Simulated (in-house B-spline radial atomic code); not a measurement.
The numbers below are computed, except where a source is named.
## C6 from the polarisability at imaginary frequency: the aluminium ion Al⁺

OLYP linear response of the closed shell [Ne] 3s2, from a B-spline radial code for spherical atoms; scalar-relativistic (spin-free one-electron X2C), finite nucleus, no spin-orbit coupling.

The dispersion coefficient of two like species is C6 = (3/π) ∫ α(iu)² du from 0 to ∞.

```json
{"u (hartree)": "0", "α(iu) (bohr³)": "25.46"}
{"u (hartree)": "0.0849", "α(iu) (bohr³)": "23.12"}
{"u (hartree)": "0.198", "α(iu) (bohr³)": "16.46"}
{"u (hartree)": "0.339", "α(iu) (bohr³)": "9.878"}
{"u (hartree)": "0.566", "α(iu) (bohr³)": "4.867"}
{"u (hartree)": "0.849", "α(iu) (bohr³)": "2.564"}
{"u (hartree)": "1.27", "α(iu) (bohr³)": "1.352"}
{"u (hartree)": "1.98", "α(iu) (bohr³)": "0.6989"}
{"u (hartree)": "2.83", "α(iu) (bohr³)": "0.429"}
{"u (hartree)": "4.24", "α(iu) (bohr³)": "0.2511"}
{"u (hartree)": "7.07", "α(iu) (bohr³)": "0.1229"}
{"u (hartree)": "14.1", "α(iu) (bohr³)": "0.04106"}
```

(1) Fit one oscillator, α(iu) = α(0)/(1 + u²/ω²), through u = 0.339 and estimate C6.

(2) How does that compare with the full integral?

## Answers

(1) From α(0)/α(iu) − 1 = 25.46/9.878 − 1 = 1.5774, ω = u/√1.5774 = 0.2699 hartree (7.3 eV). London's formula gives C6 = (3/4) α(0)² ω = 0.75 × 25.46² × 0.2699 = 131.2 hartree·bohr⁶, and the oscillator holds f = α(0) ω² = 1.85 electrons, of a sum of oscillator strengths of 12.0.

(2) The program's quadrature over all excitations gives C6 = 132.2, so the single oscillator is off by -0.8 %. At the last point the fit gives α = 0.00933 against 0.0411: higher excitations, and deeper shells where there are any, keep the true curve higher at large u.
